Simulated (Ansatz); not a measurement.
Relaxation of trans-NiH2(AsH3)2 (NiAs₂H₈) with RKS PBE0-D4/def2-SVP.

```sh
$ ansatz run in.yaml --threads 4 --pin off --events-out ev --progress --plain --max-ram 3916MiB
```

```yaml
crystal:
  periodic: [false, false, false]
  atoms:
    - {symbol: Ni, position_ang: [0.021270, 0.000800, -0.000650]}
    - {symbol: H, position_ang: [1.522390, -0.004590, 0.046900]}
    - {symbol: As, position_ang: [0.000060, 2.224010, 0.079050]}
    - {symbol: H, position_ang: [-1.054510, 3.046580, 0.719340]}
    - {symbol: H, position_ang: [-0.119940, 2.907400, -1.226240]}
    - {symbol: H, position_ang: [1.098850, 3.104980, 0.548370]}
    - {symbol: H, position_ang: [-1.485450, 0.000930, -0.051720]}
    - {symbol: As, position_ang: [0.013530, -2.222850, -0.081640]}
    - {symbol: H, position_ang: [-1.035950, -3.068000, -0.702520]}
    - {symbol: H, position_ang: [-0.080370, -2.900910, 1.228440]}
    - {symbol: H, position_ang: [1.120130, -3.088350, -0.559330]}
basis:
  gaussian: {orbitals: def2-SVP}
hamiltonian: {xc: pbe0, dispersion: d4}
scf: {lower_state_search: "off"}
output: {orbitals: {seedname: orbitals}}
relax: {f_tol: 0.02, max_steps: 100}
```

Hardware: 4 threads of Arm Neoverse V1 on a shared host. Wall time 42 s.

Positions (Å) and forces (eV/Å) at steps 1, 2, 3, 4, 7, 8, 9, 10, 11, 12, 13, 14 of 14:

```xyz
11
step=1 energy=-162813.2528 eV
Ni    0.021    0.001   -0.001   -0.007   -0.016   -0.017
H     1.522   -0.005    0.047    0.127   -0.004    0.009
As    0.000    2.224    0.079    0.030   -0.918    0.083
H    -1.055    3.047    0.719   -0.609    0.175    0.371
H    -0.120    2.907   -1.226   -0.074    0.201   -0.777
H     1.099    3.105    0.548    0.636    0.190    0.276
H    -1.485    0.001   -0.052   -0.102    0.016    0.002
As    0.014   -2.223   -0.082    0.013    0.916   -0.083
H    -1.036   -3.068   -0.703   -0.603   -0.174   -0.365
H    -0.080   -2.901    1.228   -0.054   -0.200    0.784
H     1.120   -3.088   -0.559    0.641   -0.186   -0.282
11
step=2 energy=-162813.3613 eV
Ni    0.025    0.000   -0.002   -0.019   -0.001    0.000
H     1.532   -0.009    0.048    0.045    0.001    0.003
As   -0.004    2.204    0.064    0.028   -0.390    0.028
H    -1.124    2.955    0.754    0.082    0.085   -0.016
H    -0.130    2.846   -1.297    0.002    0.113   -0.005
H     1.172    3.013    0.576   -0.101    0.100   -0.017
H    -1.486    0.009   -0.051   -0.035    0.000   -0.003
As    0.013   -2.204   -0.066    0.003    0.389   -0.031
H    -1.105   -2.974   -0.740    0.092   -0.091    0.024
H    -0.086   -2.842    1.300    0.000   -0.115    0.005
H     1.193   -2.998   -0.587   -0.096   -0.092    0.012
11
step=3 energy=-162813.3754 eV
Ni    0.025    0.000   -0.002   -0.004    0.000    0.000
H     1.533   -0.008    0.049    0.012   -0.002    0.002
As   -0.002    2.198    0.063    0.010   -0.062    0.001
H    -1.104    2.977    0.751   -0.010   -0.001    0.001
H    -0.127    2.869   -1.288   -0.006    0.020   -0.009
H     1.150    3.041    0.572    0.004    0.002   -0.002
H    -1.488    0.009   -0.052   -0.005    0.002   -0.002
As    0.012   -2.198   -0.065    0.001    0.062   -0.002
H    -1.085   -2.999   -0.735   -0.008    0.000    0.001
H    -0.085   -2.864    1.291   -0.001   -0.020    0.009
H     1.171   -3.024   -0.585    0.006   -0.001    0.001
11
step=4 energy=-162813.3757 eV
Ni    0.026    0.000   -0.002   -0.002    0.000    0.000
H     1.535   -0.010    0.050    0.002   -0.001    0.002
As   -0.002    2.195    0.062    0.005   -0.001   -0.009
H    -1.105    2.972    0.750   -0.001   -0.005    0.003
H    -0.129    2.871   -1.287   -0.003    0.003    0.000
H     1.150    3.039    0.571   -0.001    0.001    0.001
H    -1.487    0.010   -0.053    0.002    0.001   -0.002
As    0.012   -2.195   -0.063    0.000    0.001    0.009
H    -1.087   -2.995   -0.733   -0.001    0.003   -0.002
H    -0.085   -2.867    1.290    0.000   -0.004    0.000
H     1.172   -3.020   -0.584   -0.001    0.001   -0.002
11
step=7 energy=-162813.3762 eV
Ni    0.035    0.000   -0.002    0.012    0.000    0.000
H     1.543   -0.023    0.085   -0.010   -0.002    0.005
As    0.002    2.195    0.053   -0.008    0.014    0.008
H    -1.101    2.950    0.765    0.007    0.000   -0.001
H    -0.154    2.882   -1.288   -0.002   -0.010    0.006
H     1.150    3.049    0.553    0.001    0.002   -0.005
H    -1.476    0.024   -0.087    0.001    0.002   -0.005
As    0.010   -2.195   -0.055   -0.003   -0.011   -0.011
H    -1.095   -2.985   -0.727    0.002   -0.005    0.003
H    -0.081   -2.880    1.292    0.001    0.009   -0.002
H     1.164   -3.018   -0.591   -0.002    0.001    0.003
11
step=8 energy=-162813.3755 eV rejected
Ni    0.068    0.001    0.000    0.030   -0.002   -0.003
H     1.570   -0.076    0.239   -0.159    0.010   -0.009
As    0.016    2.196    0.032   -0.075    0.111   -0.005
H    -1.078    2.886    0.830    0.089   -0.024   -0.050
H    -0.257    2.905   -1.285    0.018   -0.079    0.103
H     1.157    3.093    0.480   -0.022   -0.008   -0.017
H    -1.436    0.081   -0.234    0.123   -0.007    0.008
As    0.004   -2.196   -0.039   -0.007   -0.027   -0.053
H    -1.124   -2.966   -0.698    0.010   -0.022    0.017
H    -0.057   -2.907    1.297    0.007    0.032   -0.009
H     1.137   -3.016   -0.622   -0.014    0.017    0.017
11
step=9 energy=-162813.3773 eV
Ni    0.048    0.000   -0.002    0.016    0.000    0.000
H     1.553   -0.047    0.161   -0.054   -0.005    0.004
As    0.009    2.195    0.046   -0.027    0.036    0.007
H    -1.087    2.924    0.798    0.025   -0.007   -0.012
H    -0.204    2.889   -1.285    0.001   -0.026    0.029
H     1.156    3.070    0.517   -0.002   -0.003   -0.011
H    -1.459    0.050   -0.161    0.036    0.006   -0.004
As    0.006   -2.195   -0.051    0.003   -0.009   -0.023
H    -1.108   -2.982   -0.712    0.003   -0.010    0.006
H    -0.067   -2.888    1.294    0.003    0.015   -0.001
H     1.153   -3.016   -0.606   -0.005    0.003    0.006
11
step=10 energy=-162813.3785 eV
Ni    0.059    0.000   -0.003    0.012   -0.001   -0.003
H     1.557   -0.080    0.251   -0.142    0.005   -0.010
As    0.015    2.196    0.040   -0.046    0.087   -0.020
H    -1.067    2.899    0.839    0.065   -0.026   -0.036
H    -0.262    2.895   -1.280    0.014   -0.054    0.084
H     1.165    3.088    0.473   -0.022   -0.009   -0.013
H    -1.442    0.084   -0.250    0.116   -0.004    0.010
As    0.002   -2.196   -0.048    0.004   -0.016   -0.021
H    -1.120   -2.984   -0.695    0.003   -0.014    0.009
H    -0.049   -2.891    1.296    0.005    0.018   -0.008
H     1.142   -3.011   -0.623   -0.011    0.013    0.009
11
step=11 energy=-162813.3803 eV
Ni    0.056    0.000   -0.006   -0.004    0.000    0.000
H     1.546   -0.087    0.283   -0.129   -0.004   -0.014
As    0.017    2.195    0.040   -0.050    0.088   -0.020
H    -1.052    2.900    0.855    0.050   -0.035   -0.037
H    -0.278    2.894   -1.275    0.012   -0.043    0.075
H     1.170    3.091    0.459   -0.007   -0.014   -0.012
H    -1.438    0.090   -0.284    0.107    0.004    0.010
As   -0.003   -2.196   -0.052    0.029   -0.013   -0.004
H    -1.122   -2.998   -0.687    0.002   -0.003    0.004
H    -0.039   -2.885    1.297    0.005    0.014   -0.008
H     1.142   -3.004   -0.629   -0.016    0.007    0.005
11
step=12 energy=-162813.3833 eV
Ni    0.034    0.001   -0.021    0.005   -0.010    0.004
H     1.479   -0.146    0.444   -0.154    0.029   -0.052
As    0.023    2.196    0.038   -0.040    0.043   -0.045
H    -0.996    2.886    0.925    0.062   -0.039   -0.033
H    -0.358    2.904   -1.248    0.022   -0.005    0.050
H     1.205    3.084    0.387   -0.025    0.003    0.013
H    -1.418    0.151   -0.467    0.151   -0.031    0.043
As   -0.007   -2.195   -0.059   -0.032   -0.033    0.062
H    -1.129   -3.041   -0.636    0.021    0.007    0.009
H     0.031   -2.858    1.304    0.004    0.005   -0.053
H     1.136   -2.981   -0.669   -0.014    0.032    0.002
11
step=13 energy=-162813.3860 eV
Ni    0.031    0.000   -0.023   -0.017   -0.005   -0.008
H     1.473   -0.133    0.440   -0.114    0.001   -0.031
As    0.026    2.195    0.025   -0.012    0.052    0.009
H    -0.989    2.875    0.921    0.005   -0.019   -0.027
H    -0.343    2.925   -1.251    0.003   -0.012    0.030
H     1.200    3.083    0.401    0.000   -0.024   -0.012
H    -1.419    0.134   -0.469    0.111    0.000    0.028
As   -0.016   -2.196   -0.048    0.025   -0.026    0.033
H    -1.132   -3.049   -0.625    0.007    0.020    0.008
H     0.039   -2.875    1.306    0.003    0.011   -0.030
H     1.131   -2.960   -0.675   -0.013    0.002    0.000
11
step=14 energy=-162813.3884 eV
Ni    0.021    0.000   -0.026    0.000    0.001    0.000
H     1.443   -0.139    0.469    0.001   -0.001    0.004
As    0.026    2.195    0.023    0.001   -0.005    0.001
H    -0.995    2.872    0.913    0.000    0.001   -0.001
H    -0.333    2.933   -1.249    0.001    0.001   -0.001
H     1.204    3.072    0.409    0.000    0.000    0.001
H    -1.407    0.141   -0.506   -0.004    0.001   -0.006
As   -0.017   -2.195   -0.041   -0.002    0.003    0.002
H    -1.143   -3.052   -0.591    0.000   -0.002    0.003
H     0.083   -2.879    1.305    0.004   -0.001   -0.001
H     1.116   -2.948   -0.705   -0.001    0.001   -0.004
```
